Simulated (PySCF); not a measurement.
Al(F)(Me)(NHMe) (C2H7AlFN), SMILES C[NH][Al]([CH3])[F].

Coordinates come from a B3LYP-D3(BJ)/def2-SVP optimisation. The structure was generated by enumeration; whether it is a known compound was not checked. One conformer was computed; it need not be the lowest.

Computed with B3LYP-D3(BJ)/def2-SVP run with PySCF.

Frequencies are harmonic and unscaled.

Computed vibrational spectrum:
```
mode  ν (cm⁻¹)  IR (km/mol)   moving atoms (share of kinetic energy)
----  --------  -----------  ---------------------------------------
1           63          0.1                                   H 98 %
2          120          0.2           N 34 %, H 32 %, C 16 %, F 15 %
3          126          1.0                   C 54 %, H 29 %, Al 9 %
4          160          0.1                                   H 89 %
5          201         15.5   F 44 %, H 18 %, C 15 %, Al 14 %, N 9 %
6          229         22.3          Al 54 %, H 22 %, N 11 %, F 10 %
7          311         11.6  N 29 %, C 25 %, H 18 %, F 17 %, Al 11 %
8          553        129.5                           H 85 %, N 13 %
9          568          1.1           C 48 %, N 18 %, H 18 %, F 13 %
10         662         31.9                           H 76 %, C 18 %
11         685         20.7                           H 71 %, C 20 %
12         777        135.5          Al 49 %, N 19 %, C 16 %, H 14 %
13         877        122.9                          Al 49 %, F 43 %
14        1077         19.2                           H 86 %, C 10 %
15        1139          0.0                           H 76 %, C 19 %
16        1154        108.1                   N 46 %, C 34 %, H 18 %
17        1223         27.0                           H 79 %, C 21 %
18        1387         48.2                   H 66 %, N 22 %, C 11 %
19        1430          1.7                                   H 95 %
20        1431          0.9                                   H 95 %
21        1455         17.7                           H 86 %, C 14 %
22        1466          1.2                                   H 97 %
23        1498          3.1                                   H 96 %
24        2978        101.8                                   H 97 %
25        3024          2.4                                   H 97 %
26        3027         48.4                           H 90 %, C 10 %
27        3089         28.9                            H 91 %, C 9 %
28        3106          4.7                            H 91 %, C 9 %
29        3120          8.2                            H 91 %, C 9 %
30        3566         12.6                                   H 93 %
```
